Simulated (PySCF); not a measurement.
# Stationary points of VCl₅

These are results of PBE0/[V def2-SVP, Cl def2-SVP], no relativity, density fitting, PySCF, not measurements.

Relaxations began from a few typed shapes. The search is not exhaustive: other isomers or separated fragments can lie lower, and high-lying points may rest on an excited occupation.

Task: Which is the lowest minimum found?
A. singlet C4v: V–Cl 2.085 Å, V–Cl 2.185 Å (×4); Cl–V–Cl 86.5° (×4), Cl–V–Cl 104.4° (×4), Cl–V–Cl 151.2° (×2)
B. singlet D3h: V–Cl 2.143 Å (×3), V–Cl 2.194 Å (×2); Cl–V–Cl 90.0° (×6), Cl–V–Cl 120.0° (×3), Cl–V–Cl 180.0°

Result: B. The others lie at 2.9 (singlet C4v, a saddle point) kJ/mol above it.

Formally V is in oxidation state +5, d0. The polar-tensor charge on V, 2.42, is far below the formal one.
